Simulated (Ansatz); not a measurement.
The pair A = H2S (SMILES S) (first 3 atoms), B = H2Se (SMILES [SeH2]); geometry from B3LYP-D3(BJ)/def2-TZVP.
(charge 0, multiplicity 1):
```xyz
6

S     -0.23344    -0.23087    -0.08260
H      0.58209     0.81659     0.11794
H     -1.30169     0.43315     0.38675
Se     0.18290     0.15743     3.55739
H      0.39995    -0.07243     4.99615
H      0.39340    -1.26184     3.24883
```

Cores are frozen in the correlated methods. Filled d and f shells under p-block atoms count as core.

Run with Ansatz (a quantum-chemistry and plane-wave program) with Gaussian orbitals. Each number belongs to the level named beside it.

Total energies (hartree), monomers frozen at their geometry in the pair:

| structure | HF/def2-TZVPPD | B3LYP/def2-TZVPPD | MP2/def2-SVPD |
|---|---|---|---|
| AB | -2799.7127045 | -2802.2192620 | -2799.5784423 |
| A in the pair's basis | -398.7085428 | -399.4280590 | -398.7296609 |
| B in the pair's basis | -2401.0048743 | -2402.7910323 | -2400.8467796 |
| A | -398.7084825 | -399.4280055 | -398.7286157 |
| B | -2401.0048270 | -2402.7909915 | -2400.8462398 |

Q: Work out the interaction energy without and with the counterpoise correction, and the superposition error, for each level.

A: 
E(AB) − E(A) − E(B), times 627.509 kcal/mol, with the monomers in their own basis and then in the pair's basis:
- HF/def2-TZVPPD: 0.38 uncorrected, 0.45 corrected; the monomers gain 0.07 kcal/mol from borrowed functions
- B3LYP/def2-TZVPPD: -0.17 uncorrected, -0.11 corrected; the monomers gain 0.06 kcal/mol from borrowed functions
- MP2/def2-SVPD: -2.25 uncorrected, -1.26 corrected; the monomers gain 0.99 kcal/mol from borrowed functions
